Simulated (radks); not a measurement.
The numbers below are computed, except where a source is named.
Question: Neutral manganese: order these configurations by energy. Code: a radial shooting solver on a logarithmic mesh with Libxc functionals. Model: scalar-relativistic Kohn-Sham, BLYP, spin-polarised, spherical densities, finite nucleus; Fermi nuclear charge, rms radius of each element as measured or else 0.836 A^(1/3) + 0.57 fm. Open shells are filled with parallel spins first. [Ar] 3d4 4s2 4p1; [Ar] 3d5 4s1 4p1; [Ar] 3d5 4s2; [Ar] 3d6 4s1.

Answer: From the lowest, in eV above it: [Ar] 3d5 4s2 0.000; [Ar] 3d6 4s1 1.456; [Ar] 3d5 4s1 4p1 2.734; [Ar] 3d4 4s2 4p1 8.896.
